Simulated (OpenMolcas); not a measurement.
## Mn VI: effect of the basis set

- Program: OpenMolcas 26.06
- Method: RASSCF
- Active space: 8 electrons in 8 orbitals (RAS1 3p, at most 2 holes; RAS2 3d)
- State averaging: 2S+1 = 3 even, 10 roots; 2S+1 = 1 even, 15 roots
- Spin-orbit coupling: RASSI with atomic mean-field integrals over the reference wave functions, term energies averaged over their components

A. ANO-RCC-VTZP [6s5p3d2f1g], DKH2, point nucleus; cost roughly 15 core-seconds
B. ANO-R2 [7s4p4d2f1g], X2C, finite nucleus; cost about 27 core-seconds
C. ANO-RCC-VQZP [7s6p4d3f2g1h], DKH2, point nucleus; cost roughly 21 core-seconds

Energies in cm⁻¹ above 3d² ³F₂, the measured ground level; measured values from Corliss and Sugar, J. Phys. Chem. Ref. Data 6, 1253 (1977).

| Level | A | B | C | Measured |
| --- | --- | --- | --- | --- |
| 3d² ³F₂ | 0.0 | 0.0 | 0.0 | 0.0 |
| 3d² ³F₃ | 782 | 767 | 753 | 746 |
| 3d² ³F₄ | 1770 | 1736 | 1707 | 1669 |
| 3d² ¹D₂ | 17209 | 17139 | 17232 | 15336 |
| 3d² ³P₀ | 20662 | 20582 | 20682 | 17782 |
| 3d² ³P₁ | 20944 | 20858 | 20953 | 18057 |
| 3d² ³P₂ | 21558 | 21459 | 21542 | 18628 |
| 3d² ¹G₄ | 29505 | 29414 | 29581 | 25511 |
| 3d² ¹S₀ | 61673 | 61496 | 61835 |  |

Deviations, from unrounded energies. A percentage is the sum of absolute deviations over the sum of measured energies, with the sign that they share, or ± where signs differ.

```tsv
Against measurement	Levels	A	B	C
mean absolute deviation (cm-1)	7	2100	2000	2100
fine structure of the ground term (%)	2	+5.7	+3.6	+1.9
other terms of the ground configuration (%)	5	+15.3	+14.8	+15.4
```

A, B, C lie about equally close to measurement. The largest miss of B in the table is 3d² ¹G₄, by +3900 cm-1. The ranking rests on the paired levels alone, and a cruder setting can come out closer through cancelling errors.

Among A to C the level of the table that moves most is 3d² ¹S₀, by 340 cm-1 (lowest in B, highest in C).

Without dynamic correlation excited terms often stand tens of per cent too high (terms of higher spin than the ground term too low), and those without a measured partner can miss by more than the paired ones. Active for correlation alone: 3p; no level in the range computed is led by a configuration that opens it, so any true level of that kind is missing. Computed and measured levels are paired by configuration, term and J; levels that our copy of the source lacks, or whose pairing is in doubt (as where it misses far off the trend of its configuration), stay unpaired and out of the deviations. Only configurations of the active space appear.
